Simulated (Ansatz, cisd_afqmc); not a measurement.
System: As, charge 0, quartet.

Total energies in cc-pVQZ, 5 correlated electrons, 14 frozen orbitals. UHF or UKS for unpaired electrons; spin-orbit terms are left out. Correlated methods leave the cores frozen (noble-gas shells, and filled d and f shells in the p block). No relativity. AFQMC/CISD: phaseless, guided by CISD from CCSD amplitudes; bars are statistical, one sigma. Outlying blocks are dropped, and bars are widened where a walk drifts. Over all cases where full CI ran beside it in this data, AFQMC minus full CI had a median of +0.1 mEh and passed +0.4 mEh in a tenth of the cases.

```tsv
method	program	energy (Eh)	minus CCSDTQ (mEh)
HF	Ansatz	-2234.23956	93.40
MP2	Ansatz	-2234.31620	16.76
CCSD	Ansatz	-2234.32890	4.06
CCSD(T)	Ansatz	-2234.33229	0.67
CCSDT(Q)	Ansatz	-2234.33294	0.02
CCSDTQ	Ansatz	-2234.33296	0.00
AFQMC/CISD	cisd_afqmc	-2234.3329 ± 0.0001	0.1 ± 0.1
```

Ansatz is an electronic-structure program.
